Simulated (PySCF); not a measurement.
Ga(F)2(NHMe) (CH4F2GaN), SMILES C[NH][Ga]([F])[F].

Coordinates come from a PBE-D3(BJ)/def2-SVP optimisation. The structure was generated by enumeration; whether it is a known compound was not checked. One conformer was computed; it need not be the lowest.

These are C-PCM-B3LYP/def2-SVP run with PySCF values and carry that method's errors.

The values are the electrostatic part of the solvation free energy, E(continuum) − E(gas) at the gas-phase geometry, in a cavity of scaled van der Waals radii (PySCF's table); cavitation and dispersion terms are not included. A continuum can't describe solvent molecules that bind to the metal. In vacuum the orbital gap is 5.67 eV. The dipole moment in vacuum is 3.33 D.

| solvent | ε | ΔG(elec) (kcal/mol) | dipole (D) | gap (eV) |
|---|---|---|---|---|
| water | 78.36 | -7.3 | 3.85 | 5.46 |
| ethanol | 24.85 | -7.0 | 3.83 | 5.46 |
| benzene | 2.27 | -4.0 | 3.60 | 5.56 |
